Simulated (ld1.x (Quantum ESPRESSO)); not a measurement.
Plane-wave convergence, TM potential for gold (Au)

gold (Au), norm-conserving Troullier–Martins (Kleinman–Bylander form), made with ld1.x (Quantum ESPRESSO) 7.5 (PBE, scalar-relativistic). Core [Kr] 4d10 4f14, reference 5s2 5p6 5d10 6s0.75 6p0.25. Waves: 5s (bound): rc 1.60 bohr; 5p (bound): rc 1.70 bohr; 5d (bound): rc 1.80 bohr. Local part: all-electron potential smoothed inside 1.40 bohr (lloc = -1). Core correction: Bessel-smoothed model core, default radius (core density twice the valence density).

Occupied shells without a wave of their own: 6p, 6s. They enter only through the test configuration that unscreens the potential, and ld1.x also counts them in the model core charge.

The pseudo-atom Hamiltonian at the reference potential is diagonalised in spherical Bessel functions j_l(qr) that vanish at 20 bohr, with q² up to the cutoff. All-electron valence levels (Ry): 5s -8.0100, 6s -0.4572, 5p -4.4396, 6p -0.0821, 5d -0.5496.

Question: How do the lowest levels (Ry) of each channel move with the cutoff, and are there ghosts?

Answer:

| cutoff (Ry) | s #1 | s #2 | p #1 | p #2 | p #3 | d #1 | f #1 | f #2 | Σ f·Δε (mRy) |
| --- | --- | --- | --- | --- | --- | --- | --- | --- | --- |
| 8 | -7.7012 | -0.4124 | -2.9159 | -0.0384 | 0.0524 | 0.0226 | 0.0917 | 0.2195 | 15619.9 |
| 15 | -7.9441 | -0.5259 | -4.1824 | -0.0707 | 0.0367 | -0.2158 | 0.0917 | 0.2195 | 5058.4 |
| 21 | -7.9536 | -0.5494 | -4.3901 | -0.0808 | 0.0335 | -0.4259 | 0.0917 | 0.2195 | 1671.1 |
| 35 | -8.0012 | -0.5584 | -4.4372 | -0.0854 | 0.0322 | -0.5410 | 0.0917 | 0.2195 | 134.7 |
| 45 | -8.0072 | -0.5651 | -4.4384 | -0.0855 | 0.0322 | -0.5490 | 0.0917 | 0.2195 | 31.1 |
| 60 | -8.0081 | -0.5758 | -4.4395 | -0.0855 | 0.0322 | -0.5495 | 0.0917 | 0.2195 | 9.2 |
| 80 | -8.0098 | -0.5806 | -4.4396 | -0.0855 | 0.0322 | -0.5496 | 0.0917 | 0.2195 | 1.2 |
| 110 | -8.0100 | -0.5811 | -4.4396 | -0.0855 | 0.0322 | -0.5496 | 0.0917 | 0.2195 | 0.1 |
| 400 | -8.0100 | -0.5811 | -4.4396 | -0.0855 | 0.0322 | -0.5496 | 0.0917 | 0.2195 | 0.0 |

Result: no extra level below or beside the all-electron valence levels (s, p, d, f tested); 10 mRy is reached at 60 Ry and 1 mRy at 90 Ry.

The potential misses its own reference levels by up to 1.7 eV, so it is not fit for use. ld1.x takes every shell without a wave as core, so the model core holds the 6p, 6s electrons as well and exchange and correlation see them twice. This cancels in the reference configuration, but the file is broken for other ones, and its errors say nothing about a proper core correction. Its largest configuration-test error is -2341 meV.
